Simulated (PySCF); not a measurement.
Atoms are numbered as in `[CH3:1][CH:2]([CH3:3])[O:4][SiH2:5]/[C:6]([F:7])=[CH:8]/[CH:9]=[O:10]`. Each H is labelled by its parent atom.

Calculated, not measured (PySCF 2.14.0 with density-fitted response routines): GFN2-xTB structure, σ from GIAO-PBE0/pcSseg-1. Averaged over atoms made equivalent by symmetry, fast rotation or ring inversion, no relativistic terms, no solvent, one conformer.

Referencing at the same level of theory: ¹³C (186.93 ppm), ¹H (31.72 ppm), ²⁹Si (349.16 ppm) vs TMS; ¹⁷O (336.08 ppm) against H2O; ¹⁹F (170.95 ppm) vs CFCl3.

| atoms | nucleus | count | Hirshfeld charge | δ (ppm) |
| --- | --- | --- | --- | --- |
| H(C2) | ¹H | 1 | 0.04 | 4.42 |
| H(C9) | ¹H | 1 | 0.03 | ? |
| Si5 | ²⁹Si | 1 | 0.40 | -51.1 |
| C1/C3 | ¹³C | 2 | -0.12 | 27.3 |
| C8 | ¹³C | 1 | -0.08 | 131.0 |
| C9 | ¹³C | 1 | 0.11 | 190.3 |
| O4 | ¹⁷O | 1 | -0.20 | 46.5 |
| F7 | ¹⁹F | 1 | -0.07 | -107.8 |
| C6 | ¹³C | 1 | 0.02 | ? |
| H(Si5) | ¹H | 2 | -0.08 | ? |
| H(C8) | ¹H | 1 | 0.05 | 6.14 |
| H(C1)/H(C3) | ¹H | 6 | 0.05 | ? |
| O10 | ¹⁷O | 1 | -0.23 | 707.3 |
| C2 | ¹³C | 1 | 0.06 | 70.5 |

Problem. Complete the table.

Solution. 
- C6: 193.6 ppm, β carbon of a C=C–C=O unit; conjugation with the carbonyl draws π density from the β position
- H(C9): 10.53 ppm, hydrogen on an aldehyde carbonyl carbon; the C=O anisotropy and electron withdrawal place aldehyde protons far downfield
- H(Si5): 5.21 ppm, hydrogen on a silicon bonded to C, O
- H(C1)/H(C3): 1.37 ppm, hydrogen on a methyl carbon

Shifts are as computed. Against solution values, carbons near 30 ppm lie about +3 ppm off and those near 130 ppm about +5 ppm. Of 1309 compounds with measured shifts, 239 miss one by over three times the rms of a fit or turn the order of signals round; such compounds aren't used in these exercises. Unscaled 19F shifts against computed CFCl3 carry errors that often reach 10 to 50 ppm. Unscaled 17O shifts of doubly bonded oxygen tend to come out too high, by tens of ppm or more. Experimental scales use liquid or dissolved standards, which lie at an offset from isolated H2O (liquid H2O: subtract about 36 ppm).
